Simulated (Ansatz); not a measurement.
The same molecule with X = O, S, Te. Ansatz, PBE0-D4/def2-TZVP geometries, multiplicity 1. Each molecule was computed in one conformer, which needn't be the lowest.

Elements past krypton have def2 core potentials. Scalar relativity is left out up to krypton.

| X | molecule | mean X–C bond length / Å | mean X–H bond length / Å | HOMO energy (ωB97M-V/def2-TZVPP) / eV | HOMO energy (PBE0/def2-TZVPP) / eV | HOMO energy (B3LYP/def2-TZVPP) / eV |
| --- | --- | --- | --- | --- | --- | --- |
| O | `O[CH2][GeH3]` | 1.415 | 0.960 | -10.56 | -8.11 | -7.87 |
| S | `S[CH2][GeH3]` | 1.808 | 1.343 | -8.95 | -6.75 | -6.53 |

Give the row for X = Te, `[GeH3][CH2][TeH]`. (An estimate is asked.)

The calculation gave: 
| X | molecule | mean X–C bond length / Å | mean X–H bond length / Å | HOMO energy (ωB97M-V/def2-TZVPP) / eV | HOMO energy (PBE0/def2-TZVPP) / eV | HOMO energy (B3LYP/def2-TZVPP) / eV |
| --- | --- | --- | --- | --- | --- | --- |
| Te | `[GeH3][CH2][TeH]` | 2.144 | 1.660 | -8.30 | -6.17 | -5.96 |

From O to Te the mean X–C bond length rises at each step, by 0.729 Å in all; the mean X–H bond length rises at each step, by 0.700 Å in all; the HOMO energy (ωB97M-V/def2-TZVPP) rises at each step, by 2.26 eV in all; the HOMO energy (PBE0/def2-TZVPP) rises at each step, by 1.94 eV in all; the HOMO energy (B3LYP/def2-TZVPP) rises at each step, by 1.91 eV in all. Bonds lengthen as the atom grows down the group.

B3LYP here is the variant with VWN-RPA as its local correlation; programs differ in this.

Spin–orbit coupling is left out; it splits and shifts lone-pair levels of the heavy atoms by tenths of an eV.
